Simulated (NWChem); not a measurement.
Total energies of AgI

```
Ag
I 1 2.5850
```
Charge 0, spin multiplicity 1.

Everything below was run with NWChem. All single points use one geometry, from PBE/def2-SVP with def2 effective core potentials on Ag, I, a minimum by its harmonic frequencies.

Basis set: def2-QZVP (154 functions).

| method | total energy (Ha) | relative cost |
|---|---|---|
| RHF | -442.84315 | 1 |
| MP2 | -443.92537 | under 3 |
| B2PLYP | -444.47785 | 5 |
| PBE | -444.74994 | under 3 |
| B3LYP | -444.90005 | under 3 |
| LDA (SVWN5) | -444.08917 | under 3 |

Total energies of different functionals aren't comparable as a measure of quality: only differences taken within one method are. Costs are rough ratios of processor time within this set of runs, SCF included, with RHF as 1.

Effective core potentials replace the inner electrons of Ag, I; spin-orbit coupling is left out. The correlated methods keep 8 core orbitals frozen. B3LYP has NWChem's definition, with VWN1-RPA local correlation. The structure started from a generated list of species.
